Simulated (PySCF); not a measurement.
Start geometry of `C(F)(F)(COC(C=C)=O)C(F)(F)F` (2,2,3,3,3-pentafluoropropyl acrylate) from GFN2-xTB (Å):
```
atom  x, y, z in Å
C1     3.6898    0.0310   -0.0031
C2     2.3871   -0.1146    0.1985
C3     1.4086    0.4246   -0.7574
O4     1.6355    1.0343   -1.7666
O5     0.1417    0.1394   -0.3482
C6    -0.8939    0.6084   -1.1816
C7    -2.2208    0.3556   -0.4715
F8    -2.4546    1.2764    0.4880
F9    -3.2415    0.4633   -1.3526
C10   -2.2894   -1.0542    0.1812
F11   -1.8156   -1.9822   -0.6537
F12   -1.5771   -1.1130    1.3012
F13   -3.5413   -1.3883    0.4806
H14    4.4223   -0.3551    0.6841
H15    4.0501    0.5495   -0.8770
H16    1.9685   -0.6256    1.0514
H17   -0.7833    1.6827   -1.3744
H18   -0.8947    0.0741   -2.1402
```

What comes out of this run: PySCF 2.14.0, PBE0-D3(BJ)/def2-SVP geometry optimisation, gas phase?

```
atom  x, y, z in Å
C1     3.7386    0.0539    0.0929
C2     2.4309   -0.0957    0.3125
C3     1.4504    0.3844   -0.6836
O4     1.6987    0.9324   -1.7250
O5     0.1883    0.1285   -0.2802
C6    -0.8217    0.5305   -1.1700
C7    -2.1588    0.3818   -0.4822
F8    -2.2513    1.2163    0.5670
F9    -3.1099    0.7148   -1.3767
C10   -2.4880   -1.0376    0.0300
F11   -2.2127   -1.9338   -0.9165
F12   -1.7793   -1.3269    1.1093
F13   -3.7752   -1.1244    0.3311
H14    4.4842   -0.2935    0.8114
H15    4.0858    0.5348   -0.8264
H16    2.0314   -0.5697    1.2122
H17   -0.7078    1.5868   -1.4598
H18   -0.8120   -0.0775   -2.0875
```

The energy falls by 8.1 kJ/mol over 8 energy and gradient evaluations, the largest force component goes from 0.0104 to 2.8e-04 Eh/bohr, and the atoms move by 0.195 Å rms after alignment. Among the bonds, C6–C7, C1–H14 and C1–H15 change most and about equally (-0.015 to +0.016 Å). Bonds longer at the end by more than 0.005 Å: 5 of 17; shorter: 7. Among the angles that change most is C6–C7–C10, from 112.6° to 115.5°. Among the dihedrals that turn most is H17–C6–C7–C10, from -164° to -179°. Rotational constants go from 1495, 455.6, 407.2 to 1556, 435.0, 398.2 MHz. The orientation of the end geometry is arbitrary; only internal coordinates are fixed.

The run used 207 basis functions and 59 SCF cycles in all.

Whether it is a minimum is left open (no frequencies). One conformer, not necessarily the lowest.
